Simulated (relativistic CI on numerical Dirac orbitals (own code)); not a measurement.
# One change at a time: Mo23+

Base calculation: Dirac-Coulomb-Breit CI, separate exchange-only KLI orbitals for each configuration, model QED, unscaled Slater integrals.

CI space (outside the closed core [Ne]): 3s2 3p6 3d, 3s2 3p5 3d2, 3s 3p6 3d2, 3s2 3p6 4s, 3s2 3p6 4p, 3s2 3p6 4d, 3s2 3p6 4f, 3s2 3p5 3d 4s, 3s2 3p5 3d 4p, 3s2 3p5 3d 4d, 3s 3p6 3d 4s, 3s2 3p6 5s, 3p6 3d2 4p, 3s 3p6 3d 4p, 3s2 3p5 3d 4f, 3s2 3p6 5p, 3s2 3p6 5d, 3s 3p6 3d 4d, 3s2 3p6 5f, 3s2 3p6 5g, 3s 3p6 3d 4f, 3p6 3d3, 3p5 3d4, 3p6 3d2 4s, 3p5 3d3 4s, 3p6 3d2 4d, 3p5 3d3 4d. Double excitations out of closed p, d and f shells are left out; levels of such configurations are missing from the list, as are those of other unlisted configurations, and high levels can miss mixing partners. These lack a partner that the ground configuration has and come out too high: 3s2 3p5 3d 4p, 3s2 3p5 3d 4f.

The lowest level and the first level of each name with at least 55 % of one term (blank where a level has no safe partner in the second run):

| Level | Base (cm⁻¹) | Shift (cm⁻¹) |
| --- | --- | --- |
| 3s2 3p6 3d 2D_3/2 | 0 | 0 |
| 3s2 3p6 3d 2D_5/2 | 36854 | +13 |
| 3s2 3p5 3d2 4D°_1/2 | 910523 | +12365 |
| 3s2 3p5 3d2 4D°_3/2 | 919098 | +11718 |
| 3s2 3p5 3d2 4D°_5/2 | 937516 | +11165 |
| 3s2 3p5 3d2 4G°_9/2 | 977073 | +7899 |
| 3s2 3p5 3d2 4G°_11/2 | 987891 | +8480 |
| 3s2 3p5 3d2 4P°_5/2 | 999787 | +6246 |
| 3s2 3p5 3d2 4P°_3/2 | 1009019 | +4448 |
| 3s2 3p5 3d2 4P°_1/2 | 1033795 | +3707 |
| 3s2 3p5 3d2 2D°_5/2 | 1039804 | +4435 |
| 3s2 3p5 3d2 4F°_9/2 | 1039962 | +4016 |
| 3s2 3p5 3d2 2F°_7/2 | 1058034 | +13 |
| 3s2 3p5 3d2 2H°_11/2 | 1060609 | +558 |
| 3s2 3p5 3d2 2P°_1/2 | 1083054 | +1710 |
| 3s2 3p5 3d2 2S°_1/2 | 1239710 | -3711 |
| 3s 3p6 3d2 4F_3/2 | 1891384 | +7023 |
| 3s 3p6 3d2 4F_5/2 | 1904020 | +6947 |
| 3s 3p6 3d2 4F_7/2 | 1922946 | +7230 |
| 3s 3p6 3d2 4F_9/2 | 1943689 | +7066 |
| 3s 3p6 3d2 4P_1/2 | 1966420 | +1068 |
| 3s 3p6 3d2 4P_3/2 | 1976830 | +1489 |

At this charge energies of transitions that change n are usually good to better than 1 %, and those within a shell (Δn = 0) to a few per cent.

(1) One thing was changed in a second run, which moved the levels as shown. Which?
A. Breit term removed
B. non-relativistic limit
C. configuration mixing switched off
D. QED terms removed
E. valence Slater integrals scaled by 0.9

Answers

(1) E. Valence Slater integrals scaled by 0.9. Scaling acts on the splittings between terms and on the mixing, and leaves the fine structure of pure LS terms nearly alone; in jj coupling it moves the levels of one term differently.

LS names give the leading component of a level, which can be under half, so a name can repeat, a term be missing and a line seem to break the LS rules.
